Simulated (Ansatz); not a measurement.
Basis-set extrapolation for BCl₃H₃P (`[PH3+][B-](Cl)(Cl)Cl`) (PBE0-D4/def2-TZVP geometry, frozen core, Ansatz 0.2.0). Multiplicity 1, RHF reference.

|  | def2-TZVPP | def2-QZVPP |
| --- | --- | --- |
| HF | -1745.834428 | -1745.883609 |
| MP2 correlation | -0.847393 | -0.927323 |
| CCSD(T) correlation | -0.953761 | not run |

Energies in hartree. Use E(X) = E(∞) + A·exp(−7.88·√X) for Hartree–Fock and E(X) = E(∞) + B·X^(−2.97) for correlation, with X = 3 and 4, and add CCSD(T) minus MP2 of the smaller set to the MP2 limit.

What is the CCSD(T) energy at the basis-set limit?

HF limit: -1745.883609 + (-0.049181) × 0.13774 = -1745.89038. MP2 limit: -0.927323 + (-0.079930) × 0.74074 = -0.98653. Higher-order term: -0.953761 − (-0.847393) = -0.10637. Total: -1746.98328 hartree, 122.4 kcal/mol below CCSD(T)/def2-TZVPP.
